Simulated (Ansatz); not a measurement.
Species: SiI (charge 0, doublet). 
Structure (B3LYP-D3(BJ)/def2-TZVP (Ansatz, an electronic-structure program) minimum search):
```
Si
I 1 2.4688
```
Charge 0, spin multiplicity 2.

Wanted: vertical ionisation energy (to the singlet state of charge +1; each state is the SCF solution reached for its spin; for the singlet T1 is 0.030), in eV. Cores are frozen in the correlated levels unless marked. UHF or UKS for open shells. No spin-orbit coupling. Frozen are the shells of the preceding noble gas and the d and f shells that filled before the atom's block. Past Kr the def2 sets carry scalar-relativistic core potentials. CBS marks a two-point X^-3 extrapolation of the correlation energy; Hartree-Fock from the larger set.

```json
[
 {"level": "PBE/def2-TZVPD", "program": "Ansatz", "vertical ionisation energy (eV)": "7.23"}
]
```

Question: Estimate the value at CCSD(T)/CBS(def2-TZVPPD,def2-QZVPPD) as computed with Ansatz.

Answer: 7.34 eV, so PBE/def2-TZVPD differs from it by -0.11 eV.
